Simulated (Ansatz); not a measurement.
`CN(C)[Si](F)(F)N(C)C`, charge 0, multiplicity 1.

(1) Give a relaxed structure at PBE0-D4/def2-TZVP (Ansatz 0.2.0). (Best estimate.)

Answers

(1) The calculation gave: 
Cartesian coordinates in Å:
```
C -0.0978 2.0271 0.1185
N -0.7401 0.9906 -0.6565
C -1.9492 1.4289 -1.3162
Si 0.0262 -0.4820 -0.9666
F 1.1825 -0.4320 -2.0632
F -1.0828 -1.4124 -1.6351
N 0.7467 -1.1040 0.4283
C 1.9715 -1.8713 0.4334
C 0.0503 -1.1209 1.6942
H 0.1974 2.8786 -0.5088
H -0.7722 2.4054 0.8974
H 0.7981 1.6403 0.6069
H -1.7514 2.2486 -2.0196
H -2.4052 0.6077 -1.8679
H -2.6787 1.7911 -0.5809
H 2.6620 -1.4883 1.1954
H 2.4681 -1.8089 -0.5341
H 1.7843 -2.9300 0.6568
H 0.6840 -0.7137 2.4924
H -0.8557 -0.5150 1.6407
H -0.2382 -2.1396 1.9848
```
Point group C2.
This is one stationary point; other conformers may exist.
